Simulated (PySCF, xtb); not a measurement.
Te(SiH3)(OSiH3) (H6OSi2Te), SMILES [SiH3]O[Te][SiH3]. The values are those of a single conformer.

Harmonic wavenumbers (cm⁻¹) from GFN2-xTB (xtb) at its own minimum, in rising order: 25, 86, 93, 121, 139, 359, 406, 490, 496, 614, 636, 740, 753, 758, 796, 805, 836, 948, 2204, 2230, 2238, 2250, 2254, 2317.

Q: What does B3LYP-D3(BJ)/def2-SVP run with PySCF 2.14.0 give at its own minimum? (Estimate from the structure and the level; the computed values follow.)

A: 54, 81, 101, 141, 147, 323, 474, 537, 545, 718, 727, 868, 909, 924, 943, 954, 959, 997, 2205, 2210, 2217, 2238, 2239, 2243. Paired by order, the mean absolute difference is 64 cm⁻¹ and the zero-point energies are 32.3 and 34.0 kcal/mol.
